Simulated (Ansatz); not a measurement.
Consider the redistribution: `C[BH][GeH2][F]` + `B/C=C(/O)F` → `F[BH][GeH2][F]` + `B/C=C(\C)O`.

Isolated molecules relaxed with PBE0-D4/def2-TZVP in Ansatz; ΔE leaves out vibrations. CCSD(T)/CBS is the MP2 limit (def2-TZVPP, def2-QZVPP) plus CCSD(T) − MP2 in def2-TZVPP, frozen cores. Double bonds are as drawn, so ΔE can hold a change between cis and trans. Functionals use def2-TZVPP. For Ge outer-core shells are correlated without core-valence functions, which leaves a few kJ/mol of doubt a bond. Scalar relativity is left out up to krypton. Each species was taken in one conformer, which may not be the lowest.

Is it downhill or uphill in electronic energy at CCSD(T)/CBS, and by how much? (An estimate is asked.)

Computed: Downhill: ΔE = -36.5 kcal/mol.

What do these levels give: PBE0-D4, ωB97X-V, PBE, MP2/def2-QZVPP, HF/CBS(def2), MP2/CBS(def2)? (Best estimate.)

Computed: PBE0-D4 -33.7, ωB97X-V -34.0, PBE -33.2, MP2/def2-QZVPP -37.6, HF/CBS(def2) -35.0, MP2/CBS(def2) -37.7 kcal/mol.

Largest T1 diagnostic among the species: 0.013.

In def2-TZVPP, CCSD(T) changes the Hartree–Fock value by −1.6 kcal/mol (the triples alone add −0.3 kcal/mol) and MP2 by −2.7 kcal/mol.
